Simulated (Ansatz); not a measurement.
Ge3Se4 (the lowest singlet isomer of a short search). The state is a singlet with charge 0. Geometry PBE-D4/def2-SVP, basis def2-TZVP, Ansatz.

```xyz
7

Ge    0.944    0.320   -1.733
Ge   -1.824   -0.807   -0.124
Ge    0.253    1.632    1.580
Se    0.012   -0.900    1.912
Se   -0.321   -1.753   -1.782
Se    1.962   -0.105    0.779
Se   -1.025    1.613   -0.632
```

```csv
run,HOMO (eV),LUMO (eV)
A,-8.31,-0.60
B,-6.13,-2.64
C,-5.29,-3.37
D,-5.53,-3.35
```

LC-ωPBE has ω = 0.4 bohr⁻¹. The structure comes from a short search, and lower isomers may exist.

Problem. The runs used LC-ωPBE, PBE, PBE0, r2SCAN. Estimate which is which.

Solution. A LC-ωPBE (range-separated); B PBE0 (25 % exact exchange); C PBE (0 % exact exchange); D r2SCAN (0 % exact exchange). Exact exchange lowers occupied and raises empty levels; among semilocal functionals meta-GGAs tend to open the gap a little, and such runs are hard to tell apart. The gap grows from 1.93 eV (PBE) to 7.71 eV (LC-ωPBE).
